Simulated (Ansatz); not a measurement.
Basis sets compared for SbCl3. Total charge 0; singlet. Geometry PBE0-D4/def2-SVP. Ansatz on 4 threads of Intel Xeon Platinum 8259CL on a shared host; times are rough, and most runs start from earlier orbitals.

```csv
atom,x (Å),y (Å),z (Å)
Sb1,0.1864,0.1430,0.8401
Cl2,-1.6290,1.2782,-0.1582
Cl3,-0.3672,-2.0400,0.1269
Cl4,1.8098,0.6187,-0.8088
```

In the def2 sets Sb takes a core potential; there is no spin–orbit coupling.

Binding counts from free atoms (Sb quartet, Cl doublet) in the same basis, without a counterpoise term.

```json
{"level": "PBE-D4/def2-SVP", "functions": "80", "energy (Eh)": "-1619.9727", "HOMO (eV)": "-7.23", "LUMO (eV)": "-2.55", "binding per atom (eV)": "2.58", "wall time": "0.65 s"}
{"level": "PBE-D4/def2-TZVP (with forces)", "functions": "161", "energy (Eh)": "-1620.4724", "HOMO (eV)": "-7.48", "LUMO (eV)": "-2.78", "binding per atom (eV)": "2.65", "wall time": "1.5 s"}
{"level": "r2SCAN-D4/def2-TZVP", "functions": "161", "energy (Eh)": "-1621.0333", "HOMO (eV)": "-7.81", "LUMO (eV)": "-2.66", "binding per atom (eV)": "2.53", "wall time": "2.3 s"}
{"level": "PBE0-D4/def2-SVP", "functions": "80", "energy (Eh)": "-1620.0905", "HOMO (eV)": "-8.44", "LUMO (eV)": "-1.90", "binding per atom (eV)": "2.43", "wall time": "1 s"}
{"level": "PBE0-D4/def2-TZVP", "functions": "161", "energy (Eh)": "-1620.5843", "HOMO (eV)": "-8.63", "LUMO (eV)": "-2.07", "binding per atom (eV)": "2.51", "wall time": "2.2 s"}
```

Task: Estimate the rows for PBE-D4/def2-TZVPD, r2SCAN-D4/def2-TZVPD, PBE0-D4/def2-TZVPD.

Result: 
```csv
level,functions,energy (Eh),HOMO (eV),LUMO (eV),binding per atom (eV),wall time
PBE-D4/def2-TZVPD,194,-1620.4750,-7.55,-2.88,2.65,1.8 s
r2SCAN-D4/def2-TZVPD,194,-1621.0353,-7.84,-2.72,2.54,3.2 s
PBE0-D4/def2-TZVPD,194,-1620.5864,-8.67,-2.16,2.51,2.8 s
```
